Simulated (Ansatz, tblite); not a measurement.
Removing an electron: AsH₃. The state is a singlet with charge 0. Geometry: PBE-D4/def2-TZVP. Ansatz, gas phase; energy differences of separate SCF runs; the oxidised species was run as a doublet alone.

```xyz
4

As    0.3354   -0.1233    0.5453
H    -1.0883   -0.6274    0.2677
H     0.7870   -0.5323   -0.8643
H    -0.0342    1.2830    0.0512
```

The xTB rows come from tblite. B3LYP takes the VWN-RPA correlation. HSE06 is defined as in plane-wave codes, on full-range PBE exchange. Correlated methods freeze 9 core orbitals; core or outer-core shells of As are correlated, in sets that lack core-valence functions.

```json
{"level": "GFN1-xTB", "−HOMO (eV)": "11.59", "vertical IE (eV)": "16.34", "−LUMO (eV)": "5.33", "HOMO–LUMO gap (eV)": "6.27"}
{"level": "GFN2-xTB", "−HOMO (eV)": "11.10", "vertical IE (eV)": "15.02", "−LUMO (eV)": "4.83", "HOMO–LUMO gap (eV)": "6.27"}
{"level": "HF/def2-TZVP", "−HOMO (eV)": "10.45", "vertical IE (eV)": "9.50", "−LUMO (eV)": "-3.77", "HOMO–LUMO gap (eV)": "14.22"}
{"level": "HF/def2-TZVPP", "−HOMO (eV)": "–", "vertical IE (eV)": "9.49", "−LUMO (eV)": "–", "HOMO–LUMO gap (eV)": "–"}
{"level": "PBE-D4/def2-TZVP", "−HOMO (eV)": "6.76", "vertical IE (eV)": "10.47", "−LUMO (eV)": "0.27", "HOMO–LUMO gap (eV)": "6.49"}
{"level": "r2SCAN-D4/def2-TZVP", "−HOMO (eV)": "7.05", "vertical IE (eV)": "10.50", "−LUMO (eV)": "0.01", "HOMO–LUMO gap (eV)": "7.04"}
{"level": "B3LYP-D4/def2-TZVP", "−HOMO (eV)": "7.70", "vertical IE (eV)": "10.62", "−LUMO (eV)": "-0.33", "HOMO–LUMO gap (eV)": "8.03"}
{"level": "PBE0-D4/def2-TZVP", "−HOMO (eV)": "7.88", "vertical IE (eV)": "10.47", "−LUMO (eV)": "-0.59", "HOMO–LUMO gap (eV)": "8.48"}
{"level": "HSE06-D4/def2-TZVP", "−HOMO (eV)": "7.49", "vertical IE (eV)": "10.46", "−LUMO (eV)": "-0.21", "HOMO–LUMO gap (eV)": "7.70"}
{"level": "BHLYP-D4/def2-TZVP", "−HOMO (eV)": "8.90", "vertical IE (eV)": "10.46", "−LUMO (eV)": "-1.48", "HOMO–LUMO gap (eV)": "10.38"}
{"level": "PBE-QIDH/def2-TZVP", "−HOMO (eV)": "–", "vertical IE (eV)": "10.48", "−LUMO (eV)": "–", "HOMO–LUMO gap (eV)": "–"}
{"level": "MP2/def2-TZVPP", "−HOMO (eV)": "–", "vertical IE (eV)": "10.43", "−LUMO (eV)": "–", "HOMO–LUMO gap (eV)": "–"}
{"level": "CCSD/def2-TZVPP", "−HOMO (eV)": "–", "vertical IE (eV)": "10.43", "−LUMO (eV)": "–", "HOMO–LUMO gap (eV)": "–"}
{"level": "CCSD(T)/def2-TZVPP", "−HOMO (eV)": "–", "vertical IE (eV)": "10.47", "−LUMO (eV)": "–", "HOMO–LUMO gap (eV)": "–"}
```

 Raw xTB energy differences between charge states are shifted by several eV; the methods need an empirical correction for them.
